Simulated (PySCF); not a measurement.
**A ladder of Hamiltonians for Gd⁵²⁺ (gadolinium, charge +52)**

Occupied: 1s1/2, 2s1/2, 2p1/2, 2p3/2, 3s1/2. Hartree-Fock calculated with PySCF 2.14 in an uncontracted even-tempered set (20 s from 6.2 bohr⁻², ratio 2.3; 16 p from 7.5 bohr⁻², ratio 2.3), Gaussian nucleus throughout. NR is non-relativistic, sf-X2C the spin-free one-electron X2C Hamiltonian, X2C adds the bare one-electron spin-orbit term, X2C-SNSO screens it by Boettger's factors, DC is four-component Dirac-Coulomb, and the Gaunt term is added at first order (total energies over the DC spinors, levels after relaxing the spinors in that mean field). QED terms are absent. Levels marked empty are virtual spinors of this ion; the basis has s and p functions only, so 3d, which can lie below the n = 4 levels, is absent.

```
Hamiltonian  E (hartree)  E − E(DC) (hartree)  CPU seconds
         NR   -7991.9166             419.8791         0.62
     sf-X2C   -8402.6407               9.1550         0.44
        X2C   -8408.9314               2.8644         0.46
   X2C-SNSO   -8408.5233               3.2725         0.48
         DC   -8411.7958               0.0000           31
   DC+Gaunt   -8402.6552               9.1406           54
```

Give the 2p spin-orbit interval with each Hamiltonian that has one.

X2C 748.4; X2C-SNSO 723.2; DC 722.1; DC+Gaunt 713.6 (eV).

| level (eV) | NR | sf-X2C | X2C | X2C-SNSO | DC | DC+Gaunt |
| --- | --- | --- | --- | --- | --- | --- |
| 1s1/2 | -51374.8 | -54403.2 | -54395.7 | -54396.2 | -54451.5 | -54303.1 |
| 2s1/2 | -11278.7 | -12128.0 | -12126.2 | -12126.3 | -12133.6 | -12117.9 |
| 2p1/2 | -10937.1 | -11219.4 | -11745.4 | -11726.8 | -11730.9 | -11703.6 |
| 2p3/2 | -10937.1 | -11219.4 | -10997.0 | -11003.6 | -11008.9 | -10990.0 |
| 3s1/2 | -4654.4 | -4918.9 | -4918.6 | -4918.6 | -4920.4 | -4916.2 |
| 3p1/2 (empty) | -4456.4 | -4567.3 | -4702.4 | -4697.7 | -4698.7 | -4691.8 |
| 3p3/2 (empty) | -4456.4 | -4567.3 | -4509.5 | -4511.3 | -4512.4 | -4507.7 |
| 4s1/2 (empty) | -2485.7 | -2595.5 | -2595.4 | -2595.4 | -2596.1 | -2594.5 |

Weight of the small component: 1s1/2 0.0569, 2s1/2 0.0130, 2p1/2 0.0129, 2p3/2 0.0120, 3s1/2 0.00503, 3p1/2 0.00493, 3p3/2 0.00471, 4s1/2 0.00257.

Koopmans' value for the highest occupied level at DC+Gaunt: 4916.2 eV, against an ionisation energy of 4914 ± 4 eV (theoretical estimate listed by NIST; NIST Atomic Spectra Database, ionization energies); the former lacks relaxation, correlation, QED and recoil.

The whole ladder took 94 s of wall time on 1 thread of Intel(R) Xeon(R) Platinum 8259CL CPU @ 2.50GHz (shared host), launched as `OMP_NUM_THREADS=1 python relrun2.py TASK.json OUT` (a driver that calls PySCF for each Hamiltonian).
